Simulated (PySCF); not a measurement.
Two species compared at the same levels of theory.

First species: C₈H₁₁FO.
Structure used (GFN2-xTB), in Å, numbered top down from 1:
```
atom  x, y, z in Å
C1    -0.9764    2.9367   -0.0132
C2    -0.6907    1.6861    0.2898
C3    -0.1489    0.6775   -0.6876
F4    -0.0793    1.2286   -1.9691
C5     1.1865    0.2654   -0.2793
C6     2.3017   -0.0495    0.0276
C7     3.6372   -0.4351    0.4192
C8    -1.0931   -0.5357   -0.7995
O9    -1.2666   -1.1080    0.4701
C10   -2.1072   -2.2325    0.4465
H11   -0.8299    3.3245   -1.0076
H12   -1.3635    3.6196    0.7230
H13   -0.8278    1.2733    1.2781
H14    3.9231    0.0888    1.3307
H15    4.3401   -0.1779   -0.3723
H16    3.6793   -1.5091    0.5969
H17   -0.6591   -1.2633   -1.5039
H18   -2.0552   -0.1865   -1.2089
H19   -2.1781   -2.5874    1.4723
H20   -3.1078   -1.9729    0.0787
H21   -1.6932   -3.0257   -0.1883
```

Second species: C6H8ClNSi2.
Structure used (GFN2-xTB), in Å, numbered top down from 1:
```
atom  x, y, z in Å
N1     4.6639    1.4068    0.2021
C2     4.0805    0.4301    0.3112
C3     3.3134   -0.7880    0.4415
C4     1.9332   -0.5265    0.0598
C5     0.8134   -0.2624   -0.2880
C6    -0.5225    0.0482   -0.6456
Si7   -1.2262    1.7951   -0.3779
C8    -1.5564    0.1532    0.5064
Si9   -3.1134   -0.8888    0.3688
Cl10  -4.4150   -0.2635    1.7858
H11    3.3632   -1.1305    1.4815
H12    3.7496   -1.5563   -0.2069
H13   -0.8612   -0.5043   -1.5161
H14   -2.1775    2.2574   -1.3721
H15   -0.3800    2.7606    0.2951
H16   -1.0830    0.0831    1.4836
H17   -3.7464   -0.6993   -0.9366
H18   -2.8445   -2.3085    0.6015
```

Levels: PBE0/pcSseg-1 for dipole moment, HOMO energy, LUMO energy and HOMO–LUMO gap; GFN2-xTB for rotational constant A and rotational constant C. Geometries: GFN2-xTB. Each structure is a single optimised conformer of the isolated species, non-relativistic unless stated. Electronic properties by PySCF.

The conformers computed, where there is a choice (atom-mapped SMILES and torsion angles):
- `[CH2:1]=[CH:2][C@@:3]([F:4])([C:5]#[C:6][CH3:7])[CH2:8][O:9][CH3:10]`: C1–C2–C3–F4 -4°, C2–C3–C8–O9 -57°, C3–C8–O9–C10 -179°
- `[N:1]#[C:2][CH2:3][C:4]#[C:5][C@@H:6]1[SiH2:7][C@H:8]1[SiH2:9][Cl:10]`: Si7–C8–Si9–Cl10 -89°

Values for the first species:

- Dipole moment: 2.00 D
- HOMO energy: -7.36 eV
- LUMO energy: 0.18 eV
- HOMO–LUMO gap: 7.54 eV
- Rotational constant A: 1.273 GHz
- Rotational constant C: 0.682 GHz

Question: Estimate the same properties for the second species, and the change in each.

Answer: 
```tsv
property	first	second	second less first
dipole moment	2.00 D	2.61 D	+0.61 D
HOMO energy	-7.36 eV	-7.02 eV	+0.34 eV
LUMO energy	0.18 eV	-0.60 eV	-0.78 eV
HOMO–LUMO gap	7.54 eV	6.42 eV	-1.12 eV
rotational constant A	1.273 GHz	1.979 GHz	+0.706 GHz
rotational constant C	0.682 GHz	0.264 GHz	-0.418 GHz
```

On the first: The dipole matches unit charges of opposite sign 0.42 Å apart (1 e·Å = 4.8032 D).

On the second: The dipole equals about 8.7 × 10⁻³⁰ C·m (1 D = 3.33564 × 10⁻³⁰ C·m).
